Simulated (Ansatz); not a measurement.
Calculated with Ansatz (gas phase, PBE0-D4/def2-TZVP geometries, no zero-point term in ΔE). CCSD(T)/CBS is the MP2 limit (def2-TZVPP, def2-QZVPP) plus CCSD(T) − MP2 in def2-TZVPP, frozen cores. This one scheme is used for every species, atoms too. DFT in def2-TZVPP. B3LYP here is the variant with VWN-RPA as its local correlation; programs differ in this. HSE06 is defined as in plane-wave codes. Open shells (•) are unrestricted, without spin–orbit coupling. Spin–orbit coupling would lower the free atoms: a little for C; clearly for Br; strongly for I. def2 core potentials past Kr. For Br, I outer-core shells are correlated without core-valence functions, so the limit isn't a true one: a few kJ/mol of doubt a bond, and 10 to 20 or more in all where bonds break to atoms. Scalar relativity is left out up to krypton.

Reaction (atomization): `BrCI` → Br• + C• + 2 H• + I•

`BrCI`:

```xyz
5

Br    0.085    0.974   -1.577
C     0.024    0.131    0.147
I    -0.278   -1.972    0.089
H    -0.804    0.560    0.701
H     0.973    0.307    0.640
```

```
             level  ΔE (kJ/mol)  difference from CCSD(T)/CBS
            PBE-D4       1453.4                         31.0
         revPBE-D4       1412.3                        -10.1
           BLYP-D4       1398.4                        -24.0
         r2SCAN-D4       1412.4                        -10.0
            B97M-V       1396.5                        -25.9
           PBE0-D4       1419.0                         -3.4
          B3LYP-D4       1394.9                        -27.5
        r2SCANh-D4       1401.0                        -21.4
        r2SCAN0-D4       1384.9                        -37.5
          HSE06-D4       1420.6                         -1.8
          BHLYP-D4       1343.7                        -78.7
      CAM-B3LYP-D4       1388.2                        -34.2
           ωB97X-V       1399.3                        -23.1
           ωB97M-V       1393.3                        -29.1
            B2PLYP       1383.0                        -39.4
          PBE-QIDH       1405.8                        -16.6
               PBE       1441.3                         18.9
            revPBE       1379.6                        -42.8
              BLYP       1371.8                        -50.6
            r2SCAN       1409.9                        -12.5
              PBE0       1408.8                        -13.6
             B3LYP       1374.8                        -47.6
           r2SCANh       1398.3                        -24.1
             HSE06       1411.0                        -11.4
             BHLYP       1325.9                        -96.5
         CAM-B3LYP       1377.6                        -44.8
           LC-ωPBE       1376.5                        -45.9
       HF/def2-SVP        953.5                       -468.9
      MP2/def2-SVP       1324.1                        -98.3
  CCSD(T)/def2-SVP       1300.6                       -121.8
    MP2/def2-TZVPP       1410.0                        -12.4
SCS-MP2/def2-TZVPP       1386.5                        -35.9
   CCSD/def2-TZVPP       1337.9                        -84.5
CCSD(T)/def2-TZVPP       1371.1                        -51.3
     HF/def2-QZVPP        958.2                       -464.2
    MP2/def2-QZVPP       1439.8                         17.4
SCS-MP2/def2-QZVPP       1417.5                         -4.9
      HF/CBS(def2)        958.3                       -464.1
     MP2/CBS(def2)       1461.3                         38.9
    CCSD/CBS(def2)       1389.2                        -33.2
       CCSD(T)/CBS       1422.4                            0
```

Largest T1 diagnostic among the species: 0.009.

From PBE to PBE0 (25 % exact exchange), in def2-TZVPP and without D4, ΔE moves by −32.5 kJ/mol: exact exchange takes away binding that semilocal exchange gives to molecules. The D4 term adds +20.1 kJ/mol with B3LYP and +10.2 kJ/mol with PBE0; it sums over pairs of atoms, weighted by their polarisabilities, and B3LYP, whose exchange is more repulsive, gets the larger term.

For atomizations the MP2-based limit and the directly extrapolated one differ by several kJ/mol either way, and by 10 to 25 for some Ge, Se and Sn compounds, so smaller differences from it don't rank the levels.
